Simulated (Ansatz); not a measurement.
Worked example: CCl3F + SiH(CH3)Cl → CCl2F + SiH(CH3)Cl2

Species: CCl3F (trichlorofluoromethane) `FC(Cl)(Cl)Cl`, singlet; SiH(CH3)Cl, doublet; CCl2F (dichlorofluoromethyl radical) `F[C](Cl)Cl`, doublet; SiH(CH3)Cl2 (methyldichlorosilane), singlet. A radical takes Cl: the energy is the difference in strength between the C–Cl bond broken and the Si–Cl bond made.

Shapes, held fixed at every level: PBE0-D4/def2-TZVP. Programs: Ansatz 0.2.0. The zero-point and thermal change to 298 K, harmonic and unscaled (PBE0-D4/def2-TZVP), is +1.9 kJ/mol.

At CCSD(T)/CBS estimate; 1 Eh = 2625.50 kJ/mol:

| species | energy (Eh) |
| --- | --- |
| CCl3F | -1517.149520 |
| SiH(CH3)Cl | -789.319847 |
| CCl2F | -1057.316131 |
| SiH(CH3)Cl2 | -1249.214501 |

Q: Work out ΔH(298 K) of the reaction at this level.

A: 
1. Products less reactants: (-1057.316131) + (-1249.214501) − [(-1517.149520) + (-789.319847)] = -0.061265 Eh = -160.9 kJ/mol.
2. With the thermal change: -160.9 + (+1.9) = -159.0 kJ/mol.

Other levels give -191.1 (HF/def2-SVP) to -143.6 kJ/mol (MP2/def2-SVP). No measured value is set beside it here. Open shells run unrestricted. The CBS estimate extrapolates MP2 from def2-TZVPP and def2-QZVPP and adds CCSD(T) − MP2 in the triple-zeta set, cores frozen.
